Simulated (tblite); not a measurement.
Species: C₃H₉BOSi.
Bonds: C1–C2 (triple), C2–B3, B3–O4, O4–C5, O4–Si6. Hydrogens: H7 on C1; H8, H9 on B3; H10, H11, H12 on C5; H13, H14, H15 on Si6.
Bond orders are those of one Lewis drawing.

Computed with GFN2-xTB (tblite), gas phase: L-BFGS steps from a force-field or distance-geometry start until the largest atomic force falls under 0.01 eV/Å.

Step 64: E = -490.0949 eV
```
atom  x, y, z in Å  |  force x, y, z in eV/Å
C1      2.8221    0.2747   -1.1567    0.041   0.011  -0.023
C2      2.0123   -0.1287   -0.3651   -0.054  -0.033   0.065
B3      0.9378   -0.6842    0.5966    0.013  -0.017  -0.001
O4     -0.4919    0.1073    0.1832    0.019  -0.012   0.029
C5     -0.7901   -0.0538   -1.1835   -0.046   0.015  -0.009
Si6    -1.5953    0.5043    1.3535    0.010   0.041   0.014
H7      3.5521    0.6180   -1.8337   -0.002   0.018   0.019
H8      1.0942   -0.4024    1.7415    0.006   0.012  -0.048
H9      0.6797   -1.8320    0.4053    0.017  -0.014   0.007
H10    -1.6130    0.5972   -1.4755   -0.028   0.056   0.007
H11    -1.0685   -1.0892   -1.3899    0.042  -0.029  -0.007
H12     0.1065    0.1986   -1.7526   -0.028  -0.033  -0.001
H13    -2.5775    1.3151    0.6304   -0.014   0.003  -0.020
H14    -0.8403    1.2768    2.3241    0.013  -0.008  -0.019
H15    -2.2325   -0.6938    1.9004    0.012  -0.011  -0.014
```

Step 65: E = -490.0955 eV
```
atom  x, y, z in Å  |  force x, y, z in eV/Å
C1      2.8279    0.2802   -1.1493    0.021   0.003  -0.012
C2      2.0101   -0.1223   -0.3649   -0.023  -0.026   0.042
B3      0.9330   -0.6851    0.5914    0.046  -0.009  -0.019
O4     -0.4929    0.1052    0.1831    0.005  -0.007  -0.003
C5     -0.7951   -0.0588   -1.1826   -0.034   0.013  -0.019
Si6    -1.5916    0.5090    1.3546   -0.005   0.037   0.022
H7      3.5627    0.6231   -1.8224   -0.023   0.012   0.039
H8      1.0901   -0.4127    1.7381    0.004   0.015  -0.036
H9      0.6802   -1.8323    0.3906    0.010  -0.023   0.011
H10    -1.6204    0.5890   -1.4759   -0.024   0.054   0.021
H11    -1.0697   -1.0956   -1.3868    0.033  -0.031  -0.002
H12     0.0993    0.1939   -1.7552   -0.025  -0.026   0.003
H13    -2.5756    1.3187    0.6329   -0.011   0.007  -0.022
H14    -0.8317    1.2825    2.3205    0.012  -0.007  -0.016
H15    -2.2307   -0.6870    1.9041    0.013  -0.011  -0.007
```

Step 66: E = -490.0960 eV
```
atom  x, y, z in Å  |  force x, y, z in eV/Å
C1      2.8328    0.2843   -1.1429   -0.012  -0.009   0.012
C2      2.0084   -0.1173   -0.3644    0.024  -0.013   0.002
B3      0.9301   -0.6862    0.5870    0.053  -0.006  -0.028
O4     -0.4941    0.1038    0.1831   -0.012   0.001  -0.032
C5     -0.8001   -0.0626   -1.1820   -0.016   0.004  -0.018
Si6    -1.5890    0.5133    1.3558   -0.016   0.021   0.015
H7      3.5712    0.6275   -1.8125   -0.032   0.009   0.049
H8      1.0869   -0.4205    1.7346    0.005   0.015  -0.019
H9      0.6806   -1.8326    0.3784    0.006  -0.029   0.014
H10    -1.6272    0.5834   -1.4758   -0.014   0.038   0.032
H11    -1.0698   -1.1014   -1.3837    0.015  -0.020   0.001
H12     0.0928    0.1891   -1.7573   -0.023  -0.013   0.004
H13    -2.5744    1.3223    0.6348   -0.007   0.007  -0.021
H14    -0.8241    1.2871    2.3166    0.014  -0.002  -0.007
H15    -2.2286   -0.6824    1.9063    0.014  -0.003  -0.003
```

Task: Estimate the geometry and energy of step 67. (The exact step hangs on the optimiser's Hessian estimate; all steps are aligned on step 66, rigid shifts and turns removed.)

Result: E = -490.0965 eV, largest force 0.077 eV/Å
```
atom  x, y, z in Å  |  force x, y, z in eV/Å
C1      2.8354    0.2885   -1.1374   -0.046  -0.021   0.038
C2      2.0068   -0.1139   -0.3631    0.068   0.000  -0.036
B3      0.9287   -0.6890    0.5833    0.036  -0.009  -0.025
O4     -0.4957    0.1013    0.1829   -0.022   0.009  -0.046
C5     -0.8042   -0.0660   -1.1820    0.000  -0.007  -0.007
Si6    -1.5869    0.5179    1.3571   -0.019  -0.001  -0.005
H7      3.5754    0.6337   -1.8038   -0.028   0.012   0.045
H8      1.0837   -0.4288    1.7318    0.008   0.014  -0.003
H9      0.6808   -1.8346    0.3680    0.006  -0.028   0.017
H10    -1.6327    0.5792   -1.4749   -0.003   0.015   0.034
H11    -1.0681   -1.1069   -1.3817   -0.008  -0.004   0.000
H12     0.0880    0.1854   -1.7584   -0.021   0.003   0.001
H13    -2.5721    1.3262    0.6345   -0.004   0.006  -0.015
H14    -0.8170    1.2923    2.3124    0.016   0.004   0.003
H15    -2.2266   -0.6775    1.9095    0.016   0.008   0.000
```

The energy changes by -0.0005 eV. The first-order estimate −F·Δx gives -0.0007 eV and the mean of the old and new forces, exact on a quadratic surface, -0.0005 eV. The step makes an angle of 79° with the force vector and moves no atom by more than 0.011 Å.

The cost below is that of the whole relaxation. On Intel Xeon at 2.50 GHz, one thread, shared host, this took 2.7 s of wall time.
